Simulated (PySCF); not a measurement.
# Electronic structure of Sb (antimony, neutral) at the UHF level

Configuration: [Kr] 4d10 5s2 5p2 6s1, high-spin 4P determinant (an excited configuration). Calculation: PySCF 2.14, in aug-cc-pwCVTZ-DK3 (10s9p7d4f1g, 109 functions); scalar relativity by spin-free X2C-1e.

```
Total energy                                                  : -6477.528285 hartree
One-electron energy                                           : -8892.1270 hartree
Hartree (Coulomb) energy                                      : 2583.8791 hartree
Exchange energy                                               : -169.2804 hartree
⟨S²⟩                                                          : 3.7595
⟨L²⟩                                                          : 2.043
Sum of ⟨r⟩                                                    : 39.55 bohr
Sum of ⟨r²⟩                                                   : 89.52 bohr²
Traceless quadrupole moment −½Σ⟨3z² − r²⟩ along its main axis : 1.76 e·bohr²
Langevin diamagnetic susceptibility                           : -70.9 ×10⁻⁶ cm³/mol
```

```csv
shell,electrons,mean orbital energy (eV),spread (eV),"rms radius, mean of both spins (bohr)"
1s α,1,-30643.6,0,0.0326
1s β,1,-30643.5,0,0.0326
2s α,1,-4761.7,0,0.133
2s β,1,-4761.6,0,0.133
2p α,3,-4271.2,0.025,0.118
2p β,3,-4271.1,0.076,0.118
3s α,1,-977.52,0,0.352
3s β,1,-977.40,0,0.352
3p α,3,-813.25,0.001,0.352
3p β,3,-813.08,0.205,0.352
3d α,5,-561.78,0.113,0.331
3d β,5,-561.73,0.177,0.331
4s α,1,-180.32,0,0.843
4s β,1,-180.01,0,0.843
4p α,3,-127.45,0.005,0.913
4p β,3,-127.13,0.496,0.913
4d α,5,-48.002,0.328,1.11
4d β,5,-47.741,0.578,1.11
5s α,1,-22.121,0,2.36
5s β,1,-17.590,0,2.36
5p α,2,-11.774,0,2.93
6s α,1,-2.866,0,6.35
```

The outer electron is Rydberg-like, and this basis confines it to a smaller radius and binds it less than a complete one would.

Densities and radii are taken from the X2C orbitals without a picture-change correction, which distorts them close to the nucleus.

Spin-orbit constants ζ (cm⁻¹) from the X2C one-electron operator on these orbitals: bare nucleus, nucleus screened by l(l+1)(2l+1)/3 electrons, and screened by the Breit-Pauli mean field of the electrons.

```csv
shell,bare,screened nucleus,mean field
2p,1347000,1295000,n/a
3p,251900,242000,n/a
3d,37980,30530,n/a
4p,43890,42170,n/a
4d,4756,3824,n/a
5p,3395,3262,n/a
```

To first order the Landé constant is A = 1087 cm⁻¹, so the lowest level has J = 1/2 and lies 0.337 eV below the centre of the term. This holds in LS coupling only.
